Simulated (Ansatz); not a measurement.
CH7AlSi2, SMILES `[SiH3][SiH]1[CH2][AlH]1`, 11 atoms. Charge 0, multiplicity 1. All runs use 2 threads of an AMD EPYC 7B13 on a shared host. Correlated methods freeze the cores.

(1) How many basis functions does each run have, and how long does it take in Ansatz? RKS PBE0-D4/def2-TZVP relaxation (7 steps); RKS B3LYP-D4/def2-TZVPP energy and forces; RKS PBE0-D4/def2-QZVPP energy; RKS ωB97M-V/def2-SVP energy; RKS PBE0-D4/def2-TZVP frequencies; RHF-CCSD(T)/def2-SVP energy; RKS PBE0-D4/def2-SVP energy; RKS LC-ωPBE/def2-TZVPP energy; RHF-CCSD(T)/def2-TZVPP energy; RKS ωB97M-V/def2-QZVPP energy; RKS CAM-B3LYP-D4/def2-TZVPP energy; RHF-MP2/def2-QZVPP energy. (Estimate.)

Answers

(1) The calculation gave: Other jobs shared the machine, so times are rough.

```tsv
level	job	functions	wall time	peak host memory (GiB)
RKS PBE0-D4/def2-SVP	energy	103	1.8 s	0.22
RKS LC-ωPBE/def2-TZVPP	energy	255	4.4 s	0.52
RHF-CCSD(T)/def2-SVP	energy	103	4.6 s	0.38
RKS ωB97M-V/def2-SVP	energy	103	6.5 s	0.35
RKS CAM-B3LYP-D4/def2-TZVPP	energy	255	7 s	0.77
RKS B3LYP-D4/def2-TZVPP	energy and forces	255	8 s	0.78
RKS PBE0-D4/def2-QZVPP	energy	477	16 s	1.7
RKS ωB97M-V/def2-QZVPP	energy	477	34 s	2.1
RKS PBE0-D4/def2-TZVP	relaxation (7 steps)	184	36 s	0.5
RHF-MP2/def2-QZVPP	energy	477	36 s	2.8
RKS PBE0-D4/def2-TZVP	frequencies	184	3.8 min	0.49
RHF-CCSD(T)/def2-TZVPP	energy	255	7.2 min	2.1
```

B3LYP here is the variant with VWN-RPA as its local correlation; programs differ in this. LC-ωPBE has ω = 0.4 bohr⁻¹.
